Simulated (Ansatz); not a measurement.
C2H7NSSi can be A, `[SiH3]N1CSC1`, or B, `C=CN[SiH2]S`.

Isolated molecules relaxed with PBE0-D4/def2-TZVP in Ansatz; ΔE leaves out vibrations. CBS: MP2 limit from def2 TZ/QZ plus the TZ coupled-cluster correction, frozen cores. DFT in def2-TZVPP. Each species was taken in one conformer, which may not be the lowest.

(1) Which isomer does CCSD(T)/CBS put lower? Give the gap. (Best estimate.)

(2) Give E(B) − E(A) in kcal/mol with ωB97M-V, HF/def2-TZVPP, PBE0-D4, CCSD/def2-TZVPP, MP2/def2-TZVPP, r2SCAN-D4, B2PLYP. (An estimate is asked.)

Largest T1 diagnostic: 0.012.

Answers

(1) Computed: B, by 41.2 kcal/mol.

(2) The calculation gave: ωB97M-V -40.4, HF/def2-TZVPP -43.5, PBE0-D4 -39.3, CCSD/def2-TZVPP -40.5, MP2/def2-TZVPP -40.1, r2SCAN-D4 -43.5, B2PLYP -42.8. None reverses the order clearly.

The D4 term adds +1.2 kcal/mol with B3LYP and +0.6 kcal/mol with PBE0; it sums over pairs of atoms, weighted by their polarisabilities, and B3LYP, whose exchange is more repulsive, gets the larger term. From PBE to PBE0 (25 % exact exchange), in def2-TZVPP and without D4, E(B) − E(A) moves by +1.3 kcal/mol.

B3LYP here is the variant with VWN-RPA as its local correlation; programs differ in this.
